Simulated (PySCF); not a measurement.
Ge2H4NO, GeH5O2Si, CH5GeN, C2H10GeSi (calculated)

All values are calculated (PySCF 2.14.0). Calculation on a computer-drawn molecule: the log of a Hartree-Fock and frozen-core CCSD(T) single point meant for a local Hartree-Fock minimum, with one planted fault or none, to be diagnosed. Offsets are logged minus clean, where the clean run is the same molecule without the fault. The reference is restricted for singlets and unrestricted otherwise, and also for a bond in bohr or an excited solution. Adding or removing an electron swaps singlet and doublet. The excited solution moves the top pair (singlet) or top alpha electron (doublet) to the lowest empty orbital. Highest occupied and lowest empty are orbital energies over both spins, largest force is the largest gradient component, triples share is (T) over the correlation energy, the T1 limit is 0.02 restricted and 0.045 unrestricted, electrons count all cores, a negative frequency is imaginary (commonest isotopes), and the dipole is about the centre of nuclear charge; on germanium a core potential holds 10 electrons, which the energies leave out, and 3d is frozen in MP2 and coupled-cluster steps.

Common to all runs: meant charge 0; meant basis and core potential on germanium cc-pVDZ-PP ECP10MDF; logged SCF converged yes; logged CC converged yes; logged SCF stable within its kind yes; possible faults no fault, one electron removed, one electron added, multiplicity raised by two, geometry at a saddle point, SCF held on an excited solution, minimal basis STO-3G, one bond length entered in bohr, all coordinates scaled.

(1) 
```xyz
8
formula=Ge2H4NO meant_multiplicity=2 meant_basis=cc-pVDZ logged_electrons=83 logged_basis_functions=94 logged_spin_squared=0.9842 logged_highest_occupied=-9.4001 logged_lowest_empty=0.35011 logged_largest_force=0.025338 logged_T1_diagnostic=0.037753 logged_D1_diagnostic=0.16201 logged_triples_share=0.035282 logged_dipole_magnitude=2.3839 logged_energy_HF=-718.26657 logged_energy_CCSD(T)=-718.84179 planted_fault=one_bond_length_entered_in_bohr,row_6_of_the_drawn_bonds HF_energy_offset_from_clean_run=45.79 CCSD(T)_energy_offset_from_clean_run=49.4
N     -0.1673     1.3458    -2.5948
Ge    -0.3715    -0.3155    -2.6564
O      0.5904    -1.5975    -1.9568
Ge     2.0610    -1.7731    -0.9551
H      0.6359     1.6565    -2.0674
H     -1.5084    -0.9842    -3.3907
H      2.1805    -4.5805    -0.2415
H      1.9203    -0.8663     0.2815
```

Units: logged_highest_occupied, logged_lowest_empty in eV; logged_largest_force in hartree/bohr; logged_dipole_magnitude in debye; logged_energy_HF, logged_energy_CCSD(T) in hartree; HF_energy_offset_from_clean_run, CCSD(T)_energy_offset_from_clean_run in kcal/mol.

Drawn bonds:
```tsv
atom	other atom	order
1	2	2
2	3	1
3	4	1
1	5	1
2	6	1
4	7	1
4	8	1
```

(2) 
```xyz
9
formula=GeH5O2Si meant_multiplicity=2 meant_basis=cc-pV(D+d)Z logged_electrons=67 logged_basis_functions=99 logged_spin_squared=0.7604 logged_highest_occupied=-8.064 logged_lowest_empty=1.7675 logged_largest_force=2.596e-05 logged_lowest_frequency=91.737 logged_T1_diagnostic=0.015903 logged_D1_diagnostic=0.068024 logged_triples_share=0.022823 logged_dipole_magnitude=2.017 logged_energy_HF=-735.0042 logged_energy_CCSD(T)=-735.60946 planted_fault=no_fault HF_energy_offset_from_clean_run=0 CCSD(T)_energy_offset_from_clean_run=0
O     -0.9974    -0.3578     1.9344
Si    -0.9688    -0.1804     0.2853
O     -0.5759     1.3985     0.0303
Ge    -3.1367    -0.5600    -0.7307
H     -1.0012    -1.2307     2.2981
H     -0.1154     1.8614     0.7165
H     -3.5760    -2.0057    -0.4512
H     -4.2143     0.3855    -0.1825
H     -3.0437    -0.3791    -2.2497
```

Units: logged_highest_occupied, logged_lowest_empty in eV; logged_largest_force in hartree/bohr; logged_lowest_frequency in cm⁻¹; logged_dipole_magnitude in debye; logged_energy_HF, logged_energy_CCSD(T) in hartree; HF_energy_offset_from_clean_run, CCSD(T)_energy_offset_from_clean_run in kcal/mol.

Drawn bonds:
```tsv
atom	other atom	order
1	2	1
2	3	1
2	4	1
1	5	1
3	6	1
4	7	1
4	8	1
4	9	1
```

(3) 
```xyz
8
formula=CH5GeN meant_multiplicity=1 meant_basis=cc-pVDZ logged_electrons=50 logged_basis_functions=76 logged_spin_squared=2.0181 logged_highest_occupied=-6.2244 logged_lowest_empty=0.21294 logged_largest_force=0.091034 logged_T1_diagnostic=0.017504 logged_D1_diagnostic=0.069466 logged_triples_share=0.02675 logged_dipole_magnitude=1.6721 logged_energy_HF=-388.48306 logged_energy_CCSD(T)=-388.91087 planted_fault=multiplicity_raised_by_two HF_energy_offset_from_clean_run=36.99 CCSD(T)_energy_offset_from_clean_run=52.72
N     -0.6152     0.3607    -2.3583
C      0.1893     0.3099    -1.3405
Ge     2.0626    -0.4688    -1.3087
H     -0.4070    -0.1686    -3.1840
H     -1.4504     0.9138    -2.3735
H     -0.1592     0.9180    -0.5045
H      1.6965    -1.6293    -2.3212
H      1.7958    -1.2271     0.0434
```

Units: logged_highest_occupied, logged_lowest_empty in eV; logged_largest_force in hartree/bohr; logged_dipole_magnitude in debye; logged_energy_HF, logged_energy_CCSD(T) in hartree; HF_energy_offset_from_clean_run, CCSD(T)_energy_offset_from_clean_run in kcal/mol.

Drawn bonds:
```tsv
atom	other atom	order
1	2	1
2	3	2
1	4	1
1	5	1
2	6	1
3	7	1
3	8	1
```

(4) 
```xyz
14
formula=C2H10GeSi meant_multiplicity=1 meant_basis=cc-pV(D+d)Z logged_electrons=69 logged_basis_functions=124 logged_spin_squared=0.759 logged_highest_occupied=2.7026 logged_lowest_empty=8.6023 logged_largest_force=0.041242 logged_T1_diagnostic=0.018365 logged_D1_diagnostic=0.11084 logged_triples_share=0.029547 logged_dipole_magnitude=3.0584 logged_energy_HF=-663.75243 logged_energy_CCSD(T)=-664.3654
C     -1.4759    -0.1955    -0.5729
C     -0.9093     1.0196     0.1663
Ge     1.0568     1.0131     0.3783
Si     1.8497    -0.8378     1.7026
H     -2.5615    -0.1212    -0.6766
H     -1.0553    -0.2849    -1.5777
H     -1.2623    -1.1273    -0.0428
H     -1.1719     1.9403    -0.3622
H     -1.3505     1.0989     1.1640
H      1.7192     0.9584    -1.0102
H      1.4942     2.3272     1.0481
H      1.5479    -2.1300     1.0398
H      1.1955    -0.8325     3.0345
H      3.3167    -0.7391     1.8958
```

Units: logged_highest_occupied, logged_lowest_empty in eV; logged_largest_force in hartree/bohr; logged_dipole_magnitude in debye; logged_energy_HF, logged_energy_CCSD(T) in hartree.

Drawn bonds:
```tsv
atom	other atom	order
1	2	1
2	3	1
3	4	1
1	5	1
1	6	1
1	7	1
2	8	1
2	9	1
3	10	1
3	11	1
4	12	1
4	13	1
4	14	1
```

Notes: highest electron not bound in this basis.

## Withheld values
1. Which fault was planted in the run of C2H10GeSi (entry 4)?

Calculated values
1. one electron added

Further results for C2H10GeSi (entry 4):

- HF energy offset from clean run: 73.71 kcal/mol
- CCSD(T) energy offset from clean run: 58.36 kcal/mol
